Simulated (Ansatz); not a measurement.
```yaml
crystal:
  periodic: [false, false, false]
  atoms:
    - {symbol: C, position_ang: [-1.042615, -0.093978, -0.486609]}
    - {symbol: Si, position_ang: [-0.332514, -0.285744, 1.166948]}
    - {symbol: N, position_ang: [1.160951, 0.093273, 0.540064]}
    - {symbol: Si, position_ang: [0.639223, 0.301021, -1.025734]}
    - {symbol: H, position_ang: [-1.733915, 0.685515, -0.584372]}
    - {symbol: H, position_ang: [-1.447121, -0.966391, -0.899342]}
    - {symbol: H, position_ang: [-0.429460, -1.598603, 1.728071]}
    - {symbol: H, position_ang: [-0.816906, 0.630848, 2.153406]}
    - {symbol: H, position_ang: [2.032142, 0.166781, 0.945805]}
    - {symbol: H, position_ang: [1.210119, -0.608587, -1.971542]}
    - {symbol: H, position_ang: [0.822975, 1.621050, -1.546917]}
basis:
  gaussian: {orbitals: cc-pVDZ, final_grid: {core_spheres: 20, valence_spheres: 16, degree: 47}}
hamiltonian: {xc: {name: TPSS}}
```

```sh
$ ansatz run in.yaml --threads 2 --pin off --events-out ev --progress --plain --max-ram 4352MiB
```

How does Ansatz answer? (Estimate.)

The calculation gave: The input was rejected before any iteration.
```
Error: YAML parse error: error: line 17 column 19: hamiltonian.xc: no functional is named "TPSS"; the names, which are not case-sensitive, are SVWN5, SPW92, PBE, PBE0, PBEsol, revPBE, revPBE0, RPBE, rPW86-PBE, HSE06, wPBEh, LC-wPBE, HISS, HF, BLYP, B3LYP, B3LYP5, BHLYP, CAM-B3LYP, r2SCAN, r2SCANh, r2SCAN0, r2SCAN50, m-r2SCAN, B97, wB97, wB97X, wB97X-V, B97M-V, wB97M-V, B2PLYP, B2GP-PLYP, PBE0-DH, PBE-QIDH
15 | basis:
16 |   gaussian: {orbitals: cc-pVDZ, final_grid: {core_spheres: 20, valence_spheres: 16,…
17 | hamiltonian: {xc: {name: TPSS}}
```

HSE06 is defined as in plane-wave codes.
